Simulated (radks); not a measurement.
Spherical quantum dot in the effective-mass picture: electrons in a hard-walled sphere of radius 3.52, with a point charge +1 (a donor) at the centre, all in effective atomic units (hartree* = m*/eps^2 hartree, bohr* = eps/m* bohr), one dielectric constant everywhere. Method: non-relativistic Kohn-Sham, LDA (Slater exchange, Perdew-Wang correlation), spin-polarised, spherical densities; computed with a radial shooting solver with Libxc functionals. Levels are named by radial order and angular momentum (1s, 1p, 1d, 2s, ...), and open shells are averaged over m. Results are scaled to m* = 0.046 and eps = 15.5, for which hartree* = 5.21 meV and bohr* = 17.83 nm.

N = 23, configuration 1s2 1p6 1d10 2s(up 1, down 0) 1f(up 4, down 0). This is the lowest configuration that the search found. Occupied and some empty levels:

| level | occupation | eigenvalue (meV) | <r> (nm) |
|---|---|---|---|
| 1s up | 1 | 43.245 | 39.92 |
| 1s down | 1 | 43.578 | 40.38 |
| 1p up | 3 | 44.527 | 43.38 |
| 1p down | 3 | 44.825 | 43.37 |
| 1d up | 5 | 46.483 | 45.06 |
| 1d down | 5 | 46.783 | 45.03 |
| 2s up | 1 | 48.488 | 24.52 |
| 1f up | 4 | 49.115 | 46.34 |
| 2s down | 0 | 49.278 | 25.12 |
| 1f down | 0 | 49.419 | 46.32 |
| 1g up | 0 | 52.376 | 47.39 |
| 1g down | 0 | 52.684 | 47.37 |
| 2p up | 0 | 53.795 | 31.70 |
| 2p down | 0 | 54.195 | 32.08 |
| 2d up | 0 | 58.513 | 35.39 |
| 2d down | 0 | 58.804 | 35.54 |

Energy (meV): total 570.042, kinetic 167.43, external -54.755, Hartree 513.47, exchange-correlation -56.109.

Electron density:

| r (nm) | n(r) (e/nm^3) |
|---|---|
| 4.91 | 0.00005676 |
| 9.59 | 0.00003377 |
| 14.3 | 0.00002116 |
| 19.0 | 0.00001543 |
| 23.6 | 0.00001484 |
| 28.3 | 0.00001852 |
| 33.0 | 0.00002563 |
| 37.7 | 0.00003427 |
| 42.4 | 0.00004060 |
| 47.1 | 0.00003952 |
| 51.8 | 0.00002825 |
| 56.5 | 0.00001158 |
| 61.1 | 7.981e-07 |
